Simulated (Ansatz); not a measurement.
Ansatz results at the PBE0-D4/def2-TZVP geometry: size of the dipole moment (ωB97M-V/def2-TZVPP) 0.77 D; HOMO energy (ωB97M-V/def2-TZVPP) -11.67 eV; LUMO energy (PBE/def2-TZVPP) -0.38 eV.

Each molecule was computed in one conformer, which needn't be the lowest.

**Question.** Which molecule gave them?
A. `O[SiH2][GeH3]`
B. `N[SiH2]C[SiH2]N`
C. `[SiH3]S[SiH2]Cl`
D. `O[SiH](O)O[SiH](O)Cl`

**Answer.** D. The others give `N[SiH2]C[SiH2]N`: 1.43, -9.50, -0.49; `[SiH3]S[SiH2]Cl`: 0.93, -9.98, -1.11; `O[SiH2][GeH3]`: 1.48, -10.13, -1.15.
